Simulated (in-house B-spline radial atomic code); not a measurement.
Values are calculated unless marked as measured or tabulated.
# As in an electron gas of r_s = 1.65: phase shifts, screening and friction

A nucleus sits in a uniform electron gas with a rigid positive background. The Kohn-Sham equations are solved self-consistently in the spin-unpolarised LDA (PW92), non-relativistic, on B-splines with outgoing waves at the boundary and partial waves to l = 8. The model has no lattice, no bands and no magnetic solution. Atomic units; δ_l are the phase shifts at the Fermi level, counted so that each bound state adds π, and good to about 0.0005.

The density parameter is r_s = 1.65 bohr.

```
l  δ_l (rad)
0     9.9942
1     7.4521
2     3.6368
3     0.1342
4     0.0285
5     0.0070
6     0.0018
7     0.0006
8     0.0002
```

Bound levels below the band bottom (hartree): p -46.91, s -6.182, p -4.303, d -0.9994, s -0.1371 and deeper ones.

Problem. Check the Friedel sum rule, and say where the screening charge sits.

Solution. k_F = (9π/4)^(1/3)/r_s = 1.16313. The rule is Z = (2/π) Σ (2l + 1) δ_l. The terms are s 6.363, p 14.232, d 11.576, f 0.598 and 0.235 beyond, in all 33.004 against Z = 33. Bound states hold 8 s, 12 p, 10 d electrons, so the scattering states carry 3.00 in all; where a term is smaller than its bound count, the bound level has drawn weight out of the band.

Problem. Find the transport cross section and the electronic stopping of a 10 keV As ion (mass 74.92 u).

Solution. σ_tr = (4π/k_F²) Σ (l + 1) sin²(δ_l − δ_(l+1)). The terms for l = 0 to 3 are 0.3183, 0.7785, 0.3743, 0.0445, all together 1.5181, so σ_tr = 9.289 × 1.5181 = 14.101 bohr². With n = 3/(4π r_s³) = 0.05314, the friction coefficient is Q = n k_F σ_tr = 0.8717. For v well below v_F = 1.163, dE/dx = Q v; with 24801 eV per u at v = 1, v = √(10000/(24801 × 74.92)) = 0.0734, so dE/dx = 0.06395 hartree/bohr = 32.9 eV/nm. The largest term couples the p and d waves.
